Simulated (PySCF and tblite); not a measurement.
The numbers below are computed, except where a source is named.
# Conformers and averaged properties: C6H10O, numbered as in [O:1]=[C:2]1[CH2:3][CH2:4][CH2:5][CH2:6][CH2:7]1

Free energies: PBE0-D3(BJ)/pcSseg-1 (IEF-PCM, chloroform) on GFN2-xTB structures plus GFN2-xTB thermal terms, symmetry and mirror images included. Conformers within 2.5 kcal/mol (GFN2-xTB free energy) were kept, 6 at most. GIAO shieldings: PBE0/pcSseg-1 (IEF-PCM, chloroform). Shifts are against TMS (¹H), TMS (¹³C) at the same level. Programs: PySCF with density fitting and tblite.

The 6-ring runs over atoms 2–3–4–5–6–7. Of a mirror pair one member is shown.

```json
{"conformer": "1", "shape": "6-ring chair", "symmetry": "Cs", "E(GFN2) kcal/mol": "0.00", "E(DFT) kcal/mol": "0.00", "G(298.15 K) kcal/mol": "0.00", "weight %": "99.3", "dipole D": "3.93"}
{"conformer": "2", "shape": "6-ring twist-boat (ring torsions 63, -30, -30, 63, -30, -30°)", "symmetry": "C2 (pair)", "E(GFN2) kcal/mol": "2.54", "E(DFT) kcal/mol": "3.18", "G(298.15 K) kcal/mol": "2.90", "weight %": "0.7", "dipole D": "3.87"}
```

Weights (%) against temperature:

```json
{"T (K)": "250", "1": "99.7", "2": "0.3", "S(mix) cal/mol/K": "0.04"}
{"T (K)": "298.15", "1": "99.3", "2": "0.7", "S(mix) cal/mol/K": "0.10"}
{"T (K)": "350", "1": "98.4", "2": "1.6", "S(mix) cal/mol/K": "0.18"}
```

Averaged shifts at 298.15 K. ¹H: 2.36 (H3/H7, 4H), 1.94 (H4/H6, 4H), 1.75 (H5, 2H) ppm. ¹³C: 221.1 (C2), 46.7 (C3/C7), 32.9 (C4/C6), 30.0 (C5) ppm.

Coordinates of conformer 1 (Å):

```xyz
17

O     1.186    2.404   -0.173
C     0.789    1.311    0.141
C     1.498    0.032   -0.240
C     0.536   -0.923   -0.952
C    -0.693   -1.189   -0.090
C    -1.408    0.120    0.224
C    -0.469    1.088    0.949
H     2.352    0.268   -0.877
H     1.865   -0.439    0.675
H     1.052   -1.859   -1.174
H     0.226   -0.479   -1.900
H    -0.391   -1.675    0.841
H    -1.373   -1.864   -0.614
H    -1.749    0.581   -0.706
H    -2.286   -0.067    0.846
H    -0.182    0.660    1.913
H    -0.960    2.046    1.127
```

Shifts are unscaled: against experiment ¹³C can be off by 15 ppm or more and ¹H by 0.8 ppm.

Search and properties took 39 s on 1 thread of Arm Neoverse V2, on a host shared with other jobs (rough), launched as `OMP_NUM_THREADS=1 python ens_run.py task.json out`.
